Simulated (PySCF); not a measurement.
Radial density of Gd³⁶⁺ (gadolinium, charge +36)

BHandHLYP, [Ar] 3d10, closed-shell 1S. All numbers are calculated (PySCF 2.14, the non-relativistic Hamiltonian (point nucleus), in an even-tempered Gaussian basis (17 s from 6.2 bohr⁻², ratio 2.5; 11 p from 8.1 bohr⁻², ratio 2.5; 8 d from 8.1 bohr⁻², ratio 2.5; 4 f from 37 bohr⁻², ratio 2.7; 3 g from 55 bohr⁻², ratio 2.7)).

```json
{"r (bohr)": "0.000337", "4πr²ρ (e/bohr)": "0.2545"}
{"r (bohr)": "0.000567", "4πr²ρ (e/bohr)": "0.6991"}
{"r (bohr)": "0.000954", "4πr²ρ (e/bohr)": "1.882"}
{"r (bohr)": "0.00161", "4πr²ρ (e/bohr)": "4.900"}
{"r (bohr)": "0.00270", "4πr²ρ (e/bohr)": "12.05"}
{"r (bohr)": "0.00454", "4πr²ρ (e/bohr)": "26.95"}
{"r (bohr)": "0.00764", "4πr²ρ (e/bohr)": "51.46"}
{"r (bohr)": "0.0128", "4πr²ρ (e/bohr)": "76.05"}
{"r (bohr)": "0.0216", "4πr²ρ (e/bohr)": "78.85"}
{"r (bohr)": "0.0363", "4πr²ρ (e/bohr)": "73.63"}
{"r (bohr)": "0.0611", "4πr²ρ (e/bohr)": "103.0"}
{"r (bohr)": "0.103", "4πr²ρ (e/bohr)": "91.68"}
{"r (bohr)": "0.173", "4πr²ρ (e/bohr)": "86.43"}
{"r (bohr)": "0.291", "4πr²ρ (e/bohr)": "54.26"}
{"r (bohr)": "0.489", "4πr²ρ (e/bohr)": "2.854"}
{"r (bohr)": "0.823", "4πr²ρ (e/bohr)": "0.006688"}
```

A non-relativistic calculation at this Z misses sizeable relativistic shifts. Spin-orbit coupling, which splits the p, d and f shells strongly at this Z, is absent.
